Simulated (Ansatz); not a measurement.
(LiI)n off (charge -1): PBE0-D4/def2-TZVPD single points in Ansatz on relaxed structures, gas phase. Each cluster is the lowest isomer that a short search found in that spin, judged at the geometry's level, and lower ones may exist. Core potentials for I, no spin–orbit coupling. HOMO and LUMO are taken over both spins. Singlets are spin-restricted. The spins of the ions were chosen, not always searched. A dash marks a value that wasn't run or was left out as unsound. The structures are stationary points that may keep the symmetry of their start. Remarks come from the PBE and PBE0 runs and from stability tests at other levels; not every state was tested. A HOMO above zero means that the electron is unbound at that level and held by the basis, or that self-interaction error raises the level; the energy of removing that electron tells which. HOMO above LUMO (over both spins in singlets and doublets, within one spin in higher multiplets; at PBE or PBE0), or a gap under 0.15 eV within one spin, warns that the state may not be the lowest or that an electron is smeared out.

```tsv
species	atoms	state	geometry	HOMO (eV)	vertical IE (eV)	lowest of the spins relaxed	point group (within 0.1 Å)	remarks
LiI2⁻	3	singlet	r2SCAN-D4/def2-TZVPD	-2.89	4.56	singlet, of singlet/triplet	D∞h	gap within one spin near zero at PBE or PBE0 (neutral doublet), HOMO above LUMO (neutral doublet), HOMO above zero (triplet), HOMO above zero (quintet)
Li2I3⁻	5	singlet	r2SCAN-D4/def2-SVPD	-3.62	–	–	C2v	–
```

Question: Estimate the rows for Li2I2⁻ (doublet; oxidised ion singlet, r2SCAN-D4/def2-TZVPD geometry).

Answer: 
```tsv
species	atoms	state	geometry	HOMO (eV)	vertical IE (eV)	lowest of the spins relaxed	point group (within 0.1 Å)	remarks
Li2I2⁻	4	doublet; oxidised ion singlet	r2SCAN-D4/def2-TZVPD	-0.23	1.68	doublet, of doublet/quartet	Cs	HOMO above zero at PBE or PBE0, HOMO above zero (quartet)
```
